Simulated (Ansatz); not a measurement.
A structure relaxed at PBE-D4/def2-SVP in Ansatz, charge 0, singlet:

Cartesian coordinates in Å:
```
Ge 4.458 0.991 -0.626
Ge 5.104 -0.568 1.160
Ge 1.379 2.594 -2.707
Ge 0.208 1.381 -4.482
Ge 2.025 1.027 -0.917
Ge 1.253 -1.241 -1.445
Ge 3.102 -1.615 2.104
Ge 1.891 -2.815 0.343
Ge -1.806 0.351 -3.546
Ge -1.180 -1.228 -1.759
Ge -1.927 -3.498 -2.301
Ge -0.118 -3.881 1.257
Ge -1.299 -5.075 -0.525
Ge -0.075 4.338 -1.793
Ge 0.976 1.674 1.204
Ge 1.612 0.110 3.002
Ge -2.088 3.293 -0.872
Ge -3.278 2.084 -2.637
Ge -1.461 1.732 0.930
Ge -2.182 -0.547 0.374
Ge -0.401 -0.909 3.958
Ge -1.557 -2.120 2.168
Ge -2.490 2.392 3.053
Ge -1.866 0.839 4.852
H 5.128 0.567 -1.967
H 4.955 2.426 -0.283
H 6.053 -1.663 0.589
H 5.876 0.196 2.275
H 2.676 3.245 -3.286
H 1.139 0.278 -5.063
H -0.170 2.350 -5.642
H 1.928 -1.703 -2.776
H 3.479 -2.615 3.242
H 2.822 -3.907 -0.274
H -2.557 -0.440 -4.664
H -1.290 -3.939 -3.652
H -3.473 -3.497 -2.486
H 0.293 -4.855 2.405
H -0.383 -6.191 -1.109
H -2.573 -5.759 0.051
H -0.455 5.363 -2.902
H 0.676 5.108 -0.667
H 1.471 3.103 1.593
H 2.361 0.916 4.111
H -3.021 4.392 -0.271
H -3.718 3.066 -3.764
H -4.559 1.425 -2.048
H -3.736 -0.557 0.224
H 0.013 -1.916 5.077
H -2.864 -2.760 2.736
H -2.034 3.836 3.418
H -4.038 2.414 2.887
H -1.133 1.611 5.988
H -3.145 0.195 5.462
```

Give its formula and point group.

Ge₂₄H₃₀, a nanocrystal cut from hexagonal germanium. Point group C3v (tolerance 0.1 Å).

Summarise the bond lengths by kind (pairs closer than 1.2 times the sum of covalent radii, bridged metal pairs left out).

33 × Ge–Ge 2.45 to 2.47 Å; 30 × Ge–H 1.56 Å.

Single mean-field runs in def2-SVP are fitted with def2-universal-jkfit.
